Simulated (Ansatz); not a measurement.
Total energies of `C[O][Mo]([F])([F])([F])=[S]`.

Cartesian coordinates in Å:
```
C 1.6734 0.0668 -0.3847
O 0.5536 0.3445 0.4095
Mo -1.2350 -0.0207 0.3771
F -1.1258 0.4102 -1.4325
F -2.6328 -1.0726 -0.2051
F -1.0012 -1.3227 1.6681
S -2.1225 1.5926 1.3343
H 2.4599 0.7813 -0.1351
H 1.4010 0.1694 -1.4401
H 2.0294 -0.9489 -0.1915
```

Total charge 0; spin multiplicity 1. Correlated methods include outer-core shells of Mo, which these sets cover unevenly. Mo takes the def2 core potential. Geometry: relaxed with PBE0-D4/def2-TZVP. It is one conformer, not always the lowest. Basis def2-TZVPP, Ansatz.

RPA on PBE orbitals: Hartree–Fock energy of these orbitals -878.01887 Eh, correlation -2.86769 Eh (frozen core).

```json
{"functional": "LDA (SPW92)", "energy without D4 (Eh)": "-877.22672", "D4 term (kJ/mol)": "–"}
{"functional": "PBE", "energy without D4 (Eh)": "-880.94660", "D4 term (kJ/mol)": "-26.0"}
{"functional": "PBE0", "energy without D4 (Eh)": "-880.89603", "D4 term (kJ/mol)": "-22.2"}
{"functional": "B3LYP", "energy without D4 (Eh)": "-881.51085", "D4 term (kJ/mol)": "-41.9"}
{"functional": "r2SCAN0", "energy without D4 (Eh)": "-881.17017", "D4 term (kJ/mol)": "-7.6"}
{"functional": "HSE06 (plane-wave form)", "energy without D4 (Eh)": "-880.87121", "D4 term (kJ/mol)": "-20.8"}
{"functional": "BHLYP", "energy without D4 (Eh)": "-881.13329", "D4 term (kJ/mol)": "-34.1"}
{"functional": "LC-ωPBE", "energy without D4 (Eh)": "-881.10734", "D4 term (kJ/mol)": "–"}
{"functional": "B2PLYP", "energy without D4 (Eh)": "-881.02689", "D4 term (kJ/mol)": "–"}
{"functional": "PBE-QIDH", "energy without D4 (Eh)": "-880.69493", "D4 term (kJ/mol)": "–"}
```

(1) Give the same for revPBE, BLYP, r2SCAN, B97M-V, r2SCANh, CAM-B3LYP, ωB97X-V, ωB97M-V. (Best estimate.)

B3LYP takes the VWN-RPA correlation (the form of Gaussian; ORCA's B3LYP/G). HSE06 is the plane-wave form, built on full-range PBE exchange. The double hybrids freeze the cores in their second-order part.

## Answers

(1) Ansatz gave: 
```csv
functional,energy without D4 (Eh),D4 term (kJ/mol)
revPBE,-881.33722,-72.2
BLYP,-881.43041,-55.9
r2SCAN,-881.32539,-6.4
B97M-V,-881.25763,–
r2SCANh,-881.26200,-6.9
CAM-B3LYP,-881.31007,-22.7
ωB97X-V,-881.20592,–
ωB97M-V,-881.22162,–
```

LC-ωPBE has ω = 0.4 bohr⁻¹.
